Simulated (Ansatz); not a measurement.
Consider the formal exchange of groups at the Sn–O bond: `N[SiH](F)[O][SnH3]` + `C=O` → `O=[CH][SnH3]` + `N[SiH](O)F`.

Program: Ansatz. Geometries: PBE0-D4/def2-TZVP. ΔE: electronic, gas phase. CCSD(T)/CBS is the MP2 limit (def2-TZVPP, def2-QZVPP) plus CCSD(T) − MP2 in def2-TZVPP, frozen cores. This one scheme is used for every species. DFT in def2-TZVPP. B3LYP here is the variant with VWN-RPA as its local correlation; programs differ in this. Elements past krypton have def2 core potentials. For Sn outer-core shells are correlated without core-valence functions, which leaves a few kJ/mol of doubt a bond. One conformer a species, not always the lowest.

| level | ΔE (kJ/mol) |
| --- | --- |
| B2PLYP | 64.9 |
| PBE | 47.1 |
| r2SCAN | 59.5 |
| PBE0 | 53.8 |
| B3LYP | 57.6 |
| HF/def2-TZVPP | 80.0 |
| CCSD/def2-TZVPP | 69.3 |
| HF/CBS(def2) | 82.5 |

(1) What does CCSD(T)/CBS give? (An estimate is asked.)

Largest T1 diagnostic among the species: 0.016.

## Answers

(1) Ansatz gave: +70.8 kJ/mol. The listed levels differ from it by -5.9, -23.7, -11.3, -17.0, -13.2, 9.2, -1.5, 11.7 kJ/mol.

From PBE to PBE0 (25 % exact exchange), in def2-TZVPP and without D4, ΔE moves by +6.8 kJ/mol. In def2-TZVPP, CCSD(T) changes the Hartree–Fock value by −12.0 kJ/mol (the triples alone add −1.3 kJ/mol) and MP2 by −9.5 kJ/mol. The D4 term adds +6.3 kJ/mol with B3LYP and +3.8 kJ/mol with PBE0; it sums over pairs of atoms, weighted by their polarisabilities, and B3LYP, whose exchange is more repulsive, gets the larger term.
